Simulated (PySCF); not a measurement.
Vertical excitations of a molecule C2H10OSi3 from TDA-PBE0/def2-SVPD (PySCF), as energy in eV (oscillator strength): 5.68 (0.050), 5.96 (0.065), 6.26 (0.104), 6.42 (0.031), 6.53 (0.042), 6.60 (0.079). Lowest triplet (TDA): 4.90 eV. Geometry optimised at PBE-D3(BJ)/def2-SVP. The values are those of a single conformer.

Problem. Which molecule gave these data?
(A) [SiH3][C@@H]1CO[SiH2][SiH2]1
(B) [SiH3]C[Si@@H]1OC[SiH2]1
(C) OCC1[SiH2][SiH2][SiH2]1
(D) O[C@@H]1C[Si@H]([SiH3])[SiH2]1

Solution. D, O[C@@H]1C[Si@H]([SiH3])[SiH2]1
